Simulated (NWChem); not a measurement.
C2H3FOSi; SMILES O1[SiH2]C(=C1)F

```xyz
8

F     -0.2268     2.1000     0.0000
C      0.0006     0.7973     0.0000
C      1.1677     0.1234     0.0000
O      0.8879    -1.2338     0.0000
Si    -0.8070    -0.8754     0.0000
H      2.2167     0.4374     0.0000
H     -1.4951    -1.3676    -1.2226
H     -1.4951    -1.3676     1.2226
```
Atoms are numbered in this order, from 1.

Program: NWChem. Pople sets run with spherical d functions. Geometry: optimised at PBE0/def2-SVP. Ions are spin-unrestricted doublets at the neutral geometry; other ion states weren't tried.

Q: Order these by “−ε(HOMO) (eV)”, lowest first: r2SCAN/6-31+G*; Hartree-Fock/6-31+G*; B3LYP/6-31+G*.

A: r2SCAN/6-31+G* (5.71), B3LYP/6-31+G* (6.54), Hartree-Fock/6-31+G* (9.65)
